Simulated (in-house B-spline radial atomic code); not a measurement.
A calculation on Pb-: its settings, and results tabulated from the run. All numbers are computed (scalar-relativistic (X2C) TPSSh, spin-polarised, spherical fractional occupations, exact exchange averaged over the configuration; Fermi nucleus of rms radius 5.5012 fm) with a B-spline radial code for spherical atoms, not measured.

Command:
```bash
python run_scf.py task.json out
```
Settings (nuclear radius in fm, mass in u):
```
Z                82
configuration    [Xe] 4f14 5d10 6s2 6p3
hamiltonian      x2c
method           tpssh
spin_polarised   True
nucleus          fermi
rms_radius       5.5012
atomic_mass      207.97665
speed_of_light   137.035999084
exact_exchange   averaged over the configuration
```

Output (hartree, bohr):
```
 radial grid: 77 intervals, B-splines of order 8, outer radius 50 bohr

 iter        energy (Eh)    residual
    1      -20885.437088    1.39e-01
    2      -20885.443706    2.39e-03
    3      -20885.444048    8.81e-04
    4      -20885.444092    4.35e-04
    5      -20885.444089    2.97e-04
    6      -20885.444096    8.12e-05
    7      -20885.444096    2.55e-05
    8      -20885.444096    2.34e-05
    9      -20885.444096    7.26e-06
   10      -20885.444096    2.05e-05
   11      -20885.444096    6.51e-06
   12      -20885.444096    9.27e-06
   13      -20885.444096    9.82e-06
   14      -20885.444096    8.68e-06
   15      -20885.444096    2.40e-05
   16      -20885.444096    8.39e-06
   17      -20885.444096    1.29e-05
   18      -20885.444096    1.30e-05
   19      -20885.444096    1.40e-05
   20      -20885.444096    1.57e-05
   21      -20885.444096    1.49e-05
   22      -20885.444096    1.36e-05
   23      -20885.444096    1.50e-05
   24      -20885.444096    1.90e-05
   25      -20885.444096    1.48e-05
   26      -20885.444096    4.60e-05
   27      -20885.444096    9.11e-06
   28      -20885.444096    1.51e-05
   29      -20885.444097    1.26e-05
   30      -20885.444097    1.65e-05
   31      -20885.444096    1.75e-05
   32      -20885.444097    1.01e-05
   33      -20885.444097    9.62e-06
   34      -20885.444097    2.40e-05
   35      -20885.444097    2.12e-06
   36      -20885.444097    1.10e-05
   37      -20885.444097    7.32e-06
   38      -20885.444097    3.70e-07

 total energy                    -20885.44410
 kinetic                           24314.2596
 electron-nucleus                 -52902.8345
 Hartree                            8097.5870
 exact exchange                      -38.9151
 exchange-correlation               -355.5411

 orbital      occ     eigenvalue          <r>       <r^2>       <1/r>       r_max
 1s up      1.000     -3229.1941    0.0151831 0.000327085     113.522    0.008834
 1s down    1.000     -3229.1932    0.0151831 0.000327085     113.522    0.008834
 2s up      1.000      -577.8340    0.0666926  0.00533414      26.772     0.05694
 2s down    1.000      -577.8340    0.0666926  0.00533414      26.772     0.05694
 2p up      3.000      -498.1765    0.0607486   0.0045317     21.2922     0.04688
 2p down    3.000      -498.1760    0.0607486  0.00453171     21.2922     0.04688
 3s up      1.000      -138.9055     0.173869   0.0347301     9.58139      0.1612
 3s down    1.000      -138.9051     0.173869   0.0347301     9.58136      0.1612
 3p up      3.000      -115.8728     0.175447    0.035816     8.14159      0.1608
 3p down    3.000      -115.8722     0.175448   0.0358161     8.14157      0.1608
 3d up      5.000       -91.1714     0.159899   0.0299319     7.49686      0.1313
 3d down    5.000       -91.1710     0.159899   0.0299319     7.49686      0.1313
 4s up      1.000       -31.4723     0.384255    0.166778     3.99602      0.3629
 4s down    1.000       -31.4716     0.384255    0.166778     3.99598      0.3629
 4p up      3.000       -23.8598     0.408688    0.189935     3.46293      0.3817
 4p down    3.000       -23.8589     0.408685    0.189932     3.46292      0.3818
 4d up      5.000       -14.7028      0.43106     0.21453     3.07581      0.3888
 4d down    5.000       -14.7020     0.431045    0.214513      3.0759      0.3888
 5s up      1.000        -5.1588     0.857392     0.82381     1.63088       0.792
 5s down    1.000        -5.1562     0.857544    0.824056     1.63046      0.7921
 5p up      3.000        -3.0353     0.977093     1.07729     1.37149      0.8813
 5p down    3.000        -3.0331     0.976822     1.07625     1.37143      0.8815
 4f up      7.000        -4.7488      0.45409    0.246925     2.67361      0.3503
 4f down    7.000        -4.7478     0.454062    0.246893     2.67375      0.3503
 5d up      5.000        -0.5948      1.31308     2.01856     1.00436       1.071
 5d down    5.000        -0.5864      1.29863     1.96451     1.01243       1.069
 6s up      1.000        -0.2712      2.40859     6.64704    0.537159       2.006
 6s down    1.000        -0.2110       2.3689     6.45903    0.550559       1.968
 6p up      3.000         0.0248      4.03018     23.5835    0.336333       2.781

 Slater integrals (Eh)
   F0(6s up,6s up)               0.375236
   F0(6s up,6s down)             0.378485
   F0(6s up,6p up)               0.282668
   G1(6s up,6p up)               0.153357
   F0(6s down,6s down)           0.381868
   F0(6s down,6p up)             0.283862
   F0(6p up,6p up)               0.234612
   F2(6p up,6p up)               0.117498
```

Time taken, with all properties: 4.2 s on 1 thread of Arm Neoverse N1, with other jobs on the host.

6p up has a positive eigenvalue: unbound, held by the box.

One-electron X2C: radii and densities carry no picture-change correction, so inner-shell <1/r> comes out high (for 1s by about 2 % at Z = 33, 5 % at 54, 10 % at 75, 30 % at 118) and <r> low.
